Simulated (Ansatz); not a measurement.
Consider the isomerisation: `C[Si]1([SeH])CO1` → `C=C[Se][SiH2]O`.

Program: Ansatz. Geometries: PBE0-D4/def2-TZVP. ΔE: electronic, gas phase. CCSD(T)/CBS is the MP2 limit (def2-TZVPP, def2-QZVPP) plus CCSD(T) − MP2 in def2-TZVPP, frozen cores. Functionals use def2-TZVPP. For Se outer-core shells are correlated without core-valence functions, which leaves a few kJ/mol of doubt a bond. Scalar relativity is left out up to krypton. Each species was taken in one conformer, which may not be the lowest.

`C[Si]1([SeH])CO1`:

```xyz
11

C     1.721   -0.162   -0.344
Si   -0.020    0.032    0.250
Se   -0.020    1.203    2.182
C    -1.487   -0.150   -0.781
O    -1.052   -1.253    0.122
H     2.316   -0.713    0.388
H     2.190    0.811   -0.505
H     1.726   -0.718   -1.284
H    -1.480    1.114    2.299
H    -2.450    0.267   -0.493
H    -1.444   -0.431   -1.832
```

`C=C[Se][SiH2]O`:

Z-matrix (Å, degrees):
```
Si
O 1 1.646
Se 1 2.271 2 114.4
H 1 1.486 2 112.1 3 -116.7
H 1 1.478 2 104.7 3 120.8
H 2 0.959 1 117.0 3 52.8
C 3 1.907 1 99.3 2 68.2
C 7 1.325 3 127.6 1 -25.3
H 7 1.085 3 111.4 1 154.6
H 8 1.084 7 123.1 3 -1.6
H 8 1.085 7 119.7 3 178.7
```

```tsv
species	PBE0-D4 energy (Eh)
`C[Si]1([SeH])CO1`	-2845.62469
`C=C[Se][SiH2]O`	-2845.63303
```

Task: Work out ΔE.

Result: ΔE = (-2845.63303) − (-2845.62469) = -0.00834 Eh = -21.9 kJ/mol. CCSD(T)/CBS gives -39.1 kJ/mol.

Largest T1 diagnostic among the species: 0.011.

In def2-TZVPP, CCSD(T) changes the Hartree–Fock value by +20.3 kJ/mol (the triples alone add +0.7 kJ/mol) and MP2 by +23.1 kJ/mol.
